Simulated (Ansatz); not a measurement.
Ansatz (a quantum-chemistry and plane-wave program) input (B3LYP-D3(BJ)/def2-TZVP):

Ansatz 0.2 input:
```yaml
crystal:
  periodic: [false, false, false]
  atoms:
    - {symbol: C, position_ang: [2.76369132, 0.31474672, 0.69280404]}
    - {symbol: C, position_ang: [1.48885845, 0.70152312, -0.05026561]}
    - {symbol: C, position_ang: [0.52080312, -0.47652226, -0.22223815]}
    - {symbol: C, position_ang: [-0.70146998, -0.10809803, -1.00612560]}
    - {symbol: C, position_ang: [-1.96146057, -0.06227150, -0.57848460]}
    - {symbol: C, position_ang: [-2.47418223, -0.38637167, 0.79058562]}
    - {symbol: H, position_ang: [3.43445351, 1.16838449, 0.80581594]}
    - {symbol: H, position_ang: [2.53636209, -0.06449988, 1.69215530]}
    - {symbol: H, position_ang: [3.30758233, -0.46855399, 0.15914055]}
    - {symbol: H, position_ang: [0.97436493, 1.50558151, 0.48348868]}
    - {symbol: H, position_ang: [1.74289486, 1.10405986, -1.03576104]}
    - {symbol: H, position_ang: [0.25426696, -0.86802930, 0.76134017]}
    - {symbol: H, position_ang: [1.04813169, -1.28545441, -0.74175690]}
    - {symbol: H, position_ang: [-0.51378121, 0.17249191, -2.03959907]}
    - {symbol: H, position_ang: [-2.72100132, 0.24381681, -1.29259016]}
    - {symbol: H, position_ang: [-1.68289798, -0.67084657, 1.48221111]}
    - {symbol: H, position_ang: [-3.00106632, 0.47189529, 1.21778749]}
    - {symbol: H, position_ang: [-3.19675028, -1.20688393, 0.75011351]}
basis:
  gaussian:
    orbitals: def2-TZVP
hamiltonian:
  xc: b3lyp
  dispersion: d3bj
phonons: {temperatures: {t_min: 298.15, t_max: 298.15, t_step: 100}}
```

Output:

```
Functional definition: B3LYP
integrals: 0.20 GiB planned
1608 factors; their error is unknown
0.35 GiB of the device are held for the grids
1.49 GiB of device memory are held for the factors and their scratch space
mean field: 1.51 GiB planned
mean field evaluation 1: about -6403.6165 eV, gradient 8.4e1 eV
mean field evaluation 2: about -6393.2143 eV, gradient 1.0e2 eV
mean field evaluation 4: about -6420.3431 eV, gradient 5.6e0 eV
mean field evaluation 8: about -6420.3738 eV, gradient 7.0e-1 eV
mean field evaluation 16: about -6420.3746 eV, gradient 8.2e-5 eV
mean field -6420.37456496 eV, -235.9444133761 hartree, gradient 2.1e-5 eV, S^2 0.000000; 0 other end points of the search recorded, 0 dependent functions left out
the calculation of the forces begins
reference -6420.37490239 eV, -235.9444257763 hartree; 24, 24 occupied and 234, 234 virtual orbitals, 1608 factors
these checks for a lower state are left out or cut short: stability, starts, cluster_reference, orbital_swaps, neighbouring_geometries, increment
integrals: 0.20 GiB planned
1608 factors; their error is unknown
0.35 GiB of the device are held for the grids
1.49 GiB of device memory are held for the factors and their scratch space
mean field: 1.51 GiB planned
mean field -6420.37446769 eV, -235.9444098016 hartree, gradient 2.1e-6 eV, S^2 0.000000; 0 other end points of the search recorded, 0 dependent functions left out
the calculation of the forces begins
reference -6420.37480505 eV, -235.9444221994 hartree; 24, 24 occupied and 234, 234 virtual orbitals, 1608 factors
these checks for a lower state are left out or cut short: stability, starts, cluster_reference, orbital_swaps, neighbouring_geometries, increment
integrals: 0.20 GiB planned
1608 factors; their error is unknown
0.35 GiB of the device are held for the grids
1.49 GiB of device memory are held for the factors and their scratch space
mean field: 1.51 GiB planned
mean field evaluation 32: about -6420.3744 eV, gradient 2.1e-6 eV
mean field -6420.37436083 eV, -235.9444058746 hartree, gradient 2.1e-6 eV, S^2 0.000000; 0 other end points of the search recorded, 0 dependent functions left out
the calculation of the forces begins
reference -6420.37469833 eV, -235.9444182772 hartree; 24, 24 occupied and 234, 234 virtual orbitals, 1608 factors
these checks for a lower state are left out or cut short: stability, starts, cluster_reference, orbital_swaps, neighbouring_geometries, increment
integrals: 0.20 GiB planned
1608 factors; their error is unknown
0.35 GiB of the device are held for the grids
1.49 GiB of device memory are held for the factors and their scratch space
mean field: 1.51 GiB planned
mean field -6420.37440436 eV, -235.9444074742 hartree, gradient 2.1e-6 eV, S^2 0.000000; 0 other end points of the search recorded, 0 dependent functions left out
the calculation of the forces begins
reference -6420.37474181 eV, -235.9444198753 hartree; 24, 24 occupied and 234, 234 virtual orbitals, 1608 factors
these checks for a lower state are left out or cut short: stability, starts, cluster_reference, orbital_swaps, neighbouring_geometries, increment
integrals: 0.20 GiB planned
1608 factors; their error is unknown
0.35 GiB of the device are held for the grids
1.49 GiB of device memory are held for the factors and their scratch space
mean field: 1.51 GiB planned
mean field -6420.37438630 eV, -235.9444068105 hartree, gradient 2.1e-6 eV, S^2 0.000000; 0 other end points of the search recorded, 0 dependent functions left out
[...]
these checks for a lower state are left out or cut short: stability, starts, cluster_reference, orbital_swaps, neighbouring_geometries, increment
integrals: 0.20 GiB planned
1608 factors; their error is unknown
0.35 GiB of the device are held for the grids
1.49 GiB of device memory are held for the factors and their scratch space
mean field: 1.51 GiB planned
mean field -6420.37450155 eV, -235.9444110458 hartree, gradient 2.1e-6 eV, S^2 0.000000; 0 other end points of the search recorded, 0 dependent functions left out
the calculation of the forces begins
reference -6420.37483900 eV, -235.9444234469 hartree; 24, 24 occupied and 234, 234 virtual orbitals, 1608 factors
these checks for a lower state are left out or cut short: stability, starts, cluster_reference, orbital_swaps, neighbouring_geometries, increment
integrals: 0.20 GiB planned
1608 factors; their error is unknown
0.35 GiB of the device are held for the grids
1.49 GiB of device memory are held for the factors and their scratch space
mean field: 1.51 GiB planned
mean field -6420.37449294 eV, -235.9444107293 hartree, gradient 2.1e-6 eV, S^2 0.000000; 0 other end points of the search recorded, 0 dependent functions left out
the calculation of the forces begins
reference -6420.37483034 eV, -235.9444231286 hartree; 24, 24 occupied and 234, 234 virtual orbitals, 1608 factors
these checks for a lower state are left out or cut short: stability, starts, cluster_reference, orbital_swaps, neighbouring_geometries, increment
integrals: 0.20 GiB planned
1608 factors; their error is unknown
0.35 GiB of the device are held for the grids
1.49 GiB of device memory are held for the factors and their scratch space
mean field: 1.51 GiB planned
mean field -6420.37455613 eV, -235.9444130516 hartree, gradient 2.1e-6 eV, S^2 0.000000; 0 other end points of the search recorded, 0 dependent functions left out
the calculation of the forces begins
reference -6420.37489359 eV, -235.9444254529 hartree; 24, 24 occupied and 234, 234 virtual orbitals, 1608 factors
these checks for a lower state are left out or cut short: stability, starts, cluster_reference, orbital_swaps, neighbouring_geometries, increment
integrals: 0.20 GiB planned
1608 factors; their error is unknown
0.35 GiB of the device are held for the grids
1.49 GiB of device memory are held for the factors and their scratch space
mean field: 1.51 GiB planned
mean field -6420.37451866 eV, -235.9444116746 hartree, gradient 2.1e-6 eV, S^2 0.000000; 0 other end points of the search recorded, 0 dependent functions left out
the calculation of the forces begins
reference -6420.37485606 eV, -235.9444240737 hartree; 24, 24 occupied and 234, 234 virtual orbitals, 1608 factors
these checks for a lower state are left out or cut short: stability, starts, cluster_reference, orbital_swaps, neighbouring_geometries, increment
integrals: 0.20 GiB planned
1608 factors; their error is unknown
0.35 GiB of the device are held for the grids
1.49 GiB of device memory are held for the factors and their scratch space
mean field: 1.51 GiB planned
mean field evaluation 736: about -6420.3745 eV, gradient 5.4e-4 eV
mean field -6420.37448908 eV, -235.9444105877 hartree, gradient 2.1e-6 eV, S^2 0.000000; 0 other end points of the search recorded, 0 dependent functions left out
the calculation of the forces begins
reference -6420.37482644 eV, -235.9444229854 hartree; 24, 24 occupied and 234, 234 virtual orbitals, 1608 factors
these checks for a lower state are left out or cut short: stability, starts, cluster_reference, orbital_swaps, neighbouring_geometries, increment
integrals: 0.20 GiB planned
1608 factors; their error is unknown
0.35 GiB of the device are held for the grids
1.49 GiB of device memory are held for the factors and their scratch space
mean field: 1.51 GiB planned
mean field -6420.37453856 eV, -235.9444124059 hartree, gradient 2.1e-6 eV, S^2 0.000000; 0 other end points of the search recorded, 0 dependent functions left out
the calculation of the forces begins
reference -6420.37487606 eV, -235.9444248087 hartree; 24, 24 occupied and 234, 234 virtual orbitals, 1608 factors
these checks for a lower state are left out or cut short: stability, starts, cluster_reference, orbital_swaps, neighbouring_geometries, increment
integrals: 0.20 GiB planned
1608 factors; their error is unknown
0.35 GiB of the device are held for the grids
1.49 GiB of device memory are held for the factors and their scratch space
mean field: 1.51 GiB planned
mean field -6420.37449121 eV, -235.9444106658 hartree, gradient 2.1e-6 eV, S^2 0.000000; 0 other end points of the search recorded, 0 dependent functions left out
the calculation of the forces begins
reference -6420.37482859 eV, -235.9444230645 hartree; 24, 24 occupied and 234, 234 virtual orbitals, 1608 factors
these checks for a lower state are left out or cut short: stability, starts, cluster_reference, orbital_swaps, neighbouring_geometries, increment
integrals: 0.20 GiB planned
1608 factors; their error is unknown
0.35 GiB of the device are held for the grids
1.49 GiB of device memory are held for the factors and their scratch space
mean field: 1.51 GiB planned
mean field -6420.37451435 eV, -235.9444115163 hartree, gradient 2.1e-6 eV, S^2 0.000000; 0 other end points of the search recorded, 0 dependent functions left out
the calculation of the forces begins
reference -6420.37485182 eV, -235.9444239180 hartree; 24, 24 occupied and 234, 234 virtual orbitals, 1608 factors
these checks for a lower state are left out or cut short: stability, starts, cluster_reference, orbital_swaps, neighbouring_geometries, increment
integrals: 0.20 GiB planned
1608 factors; their error is unknown
0.35 GiB of the device are held for the grids
1.49 GiB of device memory are held for the factors and their scratch space
mean field: 1.51 GiB planned
mean field -6420.37456411 eV, -235.9444133450 hartree, gradient 2.1e-6 eV, S^2 0.000000; 0 other end points of the search recorded, 0 dependent functions left out
the calculation of the forces begins
reference -6420.37490156 eV, -235.9444257458 hartree; 24, 24 occupied and 234, 234 virtual orbitals, 1608 factors
these checks for a lower state are left out or cut short: stability, starts, cluster_reference, orbital_swaps, neighbouring_geometries, increment
integrals: 0.20 GiB planned
1608 factors; their error is unknown
0.35 GiB of the device are held for the grids
1.49 GiB of device memory are held for the factors and their scratch space
mean field: 1.51 GiB planned
mean field evaluation 768: about -6420.4173 eV, gradient 7.0e-1 eV
mean field -6420.37453503 eV, -235.9444122760 hartree, gradient 2.1e-6 eV, S^2 0.000000; 0 other end points of the search recorded, 0 dependent functions left out
the calculation of the forces begins
reference -6420.37487243 eV, -235.9444246756 hartree; 24, 24 occupied and 234, 234 virtual orbitals, 1608 factors
Total energy: -6420.98605886 eV, -235.9668853626 hartree
Atom 0 at     2.763691     0.314747     0.692804 Å, force     0.000798    -0.000716     0.000383 eV/Å
Atom 1 at     1.488858     0.701523    -0.050266 Å, force     0.000989     0.000982     0.000007 eV/Å
Atom 2 at     0.520803    -0.476522    -0.222238 Å, force    -0.001481    -0.000413    -0.001071 eV/Å
Atom 3 at    -0.701470    -0.108098    -1.006126 Å, force     0.000676    -0.000519     0.000194 eV/Å
Atom 4 at    -1.961461    -0.062272    -0.578485 Å, force     0.000151     0.000049    -0.000417 eV/Å
Atom 5 at    -2.474182    -0.386372     0.790586 Å, force    -0.001169     0.001038     0.000008 eV/Å
Atom 6 at     3.434454     1.168384     0.805816 Å, force    -0.000238    -0.000007    -0.000086 eV/Å
Atom 7 at     2.536362    -0.064500     1.692155 Å, force     0.000304     0.000141    -0.000150 eV/Å
Atom 8 at     3.307582    -0.468554     0.159141 Å, force    -0.000230     0.000441    -0.000084 eV/Å
Atom 9 at     0.974365     1.505582     0.483489 Å, force    -0.000047     0.000240     0.000216 eV/Å
Atom 10 at     1.742895     1.104060    -1.035761 Å, force    -0.000555     0.000127    -0.000043 eV/Å
Atom 11 at     0.254267    -0.868029     0.761340 Å, force    -0.000524    -0.000455     0.000637 eV/Å
Atom 12 at     1.048132    -1.285454    -0.741757 Å, force     0.000032    -0.000472     0.000085 eV/Å
Atom 13 at    -0.513781     0.172492    -2.039599 Å, force    -0.000065     0.000480     0.000134 eV/Å
Atom 14 at    -2.721001     0.243817    -1.292590 Å, force     0.000190    -0.000002    -0.000637 eV/Å
Atom 15 at    -1.682898    -0.670847     1.482211 Å, force     0.000844     0.000054     0.000998 eV/Å
Atom 16 at    -3.001066     0.471895     1.217787 Å, force     0.000358    -0.000680    -0.000237 eV/Å
Atom 17 at    -3.196750    -1.206884     0.750114 Å, force    -0.000033    -0.000289     0.000063 eV/Å
Dipole moment:     0.009786     0.003576     0.046153 e Å
Vibrations: 42.55 90.72 127.66 203.78 240.08 291.65 368.02 477.49 575.30 720.15 753.48 876.67 900.58 919.39 1001.76 1010.93 1051.70 1066.08 1066.98 1115.55 1176.36 1259.29 1297.35 1307.65 1327.86 1379.63 1409.06 1414.04 1441.73 1483.47 1484.32 1492.50 1497.70 1499.15 1510.78 1728.05 3001.74 3020.08 3021.01 3025.21 3044.04 3056.92 3068.58 3085.74 3090.53 3110.67 3119.44 3141.10 cm⁻¹, zero-point energy 4.487888 eV
```
